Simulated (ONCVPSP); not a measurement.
# Before and after: ONCV potential for Os (Z = 76)

Os, optimised norm-conserving Vanderbilt (ONCV), made with ONCVPSP 4.0.1 (PBE, scalar-relativistic). Core [Kr] 4d10, reference 4f14 5s2 5p6 5d6 6s0.5 (charge +1.5). Waves: 5s+6s: rc 1.90 bohr, ncon 4, nbas 7, qcut 7.7 1/bohr, 2 projectors; 5p: rc 1.90 bohr, ncon 3, nbas 7, qcut 7 1/bohr, 2 projectors, debl 2.2 Ha; 5d: rc 2.00 bohr, ncon 4, nbas 8, qcut 7.4 1/bohr, 2 projectors, debl 2.1 Ha; 4f: rc 0.75 bohr, ncon 3, nbas 7, qcut 25.8 1/bohr, 3 projectors, debl 1.7 Ha. Local part: polynomial inside 0.60 bohr (lpopt 3, dvloc0 0 Ha). Core correction: Teter function, fcfact 1.75, rcfact 1.3.

In the p channel the program set the typed energies aside and used -2.328, 0.250 Ha. In the f channel the program set the typed energies aside and used -2.368, 0.250, 1.950 Ha.

Change: all radii but the core radius scaled by about 1.28 (s 2.44, p 2.44, d 2.56, f 0.96 bohr); local potential polynomial inside 0.76 bohr (lpopt 3, dvloc0 0 Ha). In the p channel the program set the typed energies aside and used -2.328, 0.050 Ha. In the f channel the program set the typed energies aside and used -2.368, 0.250, 1.950 Ha.

Cutoffs: the cutoffs (Ha) at which the residual kinetic energy of the hardest occupied pseudo-wave falls to 1 and 0.1 mHa per electron; they do not see the model core or the augmentation charge, which bear on the density cutoff. Errors are all-electron minus pseudo energies relative to the spin-unpolarised reference configuration.

Question: How do hardness, ghosts and transferability respond?

Answer: The potential gets softer (261 Ha and 286 Ha → 192 Ha and 212 Ha); the bound ghosts move from p, s to d, s; of the 4 tests that both files solve, the error grows in 1 and shrinks in 3 by more than 15 % and 0.3 meV (median size 2.9 → 1.9 meV). A larger radius leaves more room for a smooth pseudo-wave, so fewer plane waves are needed.

```csv
quantity,base,changed
"cutoff, loose",261 Ha,192 Ha
"cutoff, tight",286 Ha,212 Ha
loose cutoff by channel,"s 18 Ha, p 13 Ha, d 17 Ha, f 261 Ha","s 11 Ha, p 13 Ha, d 15 Ha, f 192 Ha"
bound ghosts,"s, p","s, d"
GHOST(+) flags under 300 eV,d at 208.8 eV,p at 91.0 eV
"error for 4f14 5s2 5p6 5d6 6s2, meV [ΔE -17.08 eV]",+1.7,-0.9
"error for 4f14 5s2 5p6 5d6 6s1, meV [ΔE -7.50 eV]",+1.9,+1.4
"error for 4f14 5s2 5p6 5d6 6s0, meV [ΔE 9.41 eV]",-3.9,-4.6
"error for 4f14 5s2 5p6 5d7 6s0, meV [ΔE -8.04 eV]",-4.8,-2.3
"rms error of d²Exc/dni dnj with the model core, mHa",4.28,4.41
```

 A true bound ghost makes a file unfit for plane-wave use even where its test errors are small: the radial tests pick states by their node count and pass the ghost by.
